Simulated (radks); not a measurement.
Values are calculated unless marked as measured or tabulated.
Task: Radial electron density D(r) = 4 pi r^2 rho(r) of an atom or ion with 2 electrons. Code: a radial shooting solver on a logarithmic mesh with Libxc functionals. Model: Dirac Kohn-Sham, BLYP, spin-unpolarised, spherical densities, finite nucleus; Fermi nuclear charge, rms radius of each element as measured or else 0.836 A^(1/3) + 0.57 fm.

| r (bohr) | D(r) (e/bohr) |
|---|---|
| 0.004207 | 4.695 |
| 0.00463 | 5.494 |
| 0.005097 | 6.411 |
| 0.00561 | 7.456 |
| 0.006176 | 8.642 |
| 0.006798 | 9.977 |
| 0.007483 | 11.47 |
| 0.008237 | 13.12 |
| 0.009067 | 14.94 |
| 0.009981 | 16.91 |
| 0.01099 | 19.03 |
| 0.01209 | 21.26 |
| 0.01331 | 23.57 |
| 0.01465 | 25.92 |
| 0.01613 | 28.25 |
| 0.01775 | 30.48 |
| 0.01954 | 32.52 |
| 0.02151 | 34.28 |
| 0.02368 | 35.66 |
| 0.02607 | 36.56 |
| 0.02869 | 36.87 |
| 0.03133 | 36.59 |
| 0.03449 | 35.62 |
| 0.03796 | 33.95 |
| 0.04179 | 31.61 |
| 0.046 | 28.68 |
| 0.05063 | 25.29 |
| 0.05574 | 21.63 |
| 0.06135 | 17.87 |
| 0.06753 | 14.22 |
| 0.07434 | 10.85 |
| 0.08183 | 7.917 |
| 0.09007 | 5.492 |
| 0.09915 | 3.606 |
| 0.1091 | 2.228 |
| 0.1201 | 1.287 |
| 0.1322 | 0.6912 |
| 0.1456 | 0.3424 |
| 0.1602 | 0.1552 |
| 0.1764 | 0.06387 |
| 0.1942 | 0.02366 |
| 0.2137 | 0.007826 |
| 0.2334 | 0.002549 |
| 0.2569 | 0.0006573 |
| 0.2828 | 0.0001439 |

What is the nuclear charge?

Result: Z = 34. The innermost maximum, from 1s, lies near gamma/Z bohr with gamma = sqrt(1 - (Z/c)^2) = 0.969, here 0.0285 bohr (found: 0.0287), and its height grows with Z. The density is that of the selenium ion Se32+ in [He]; the configuration itself is not fixed sharply by these data, and Z only to about a unit. D(r) has 1 maximum, at r = 0.0287 bohr.
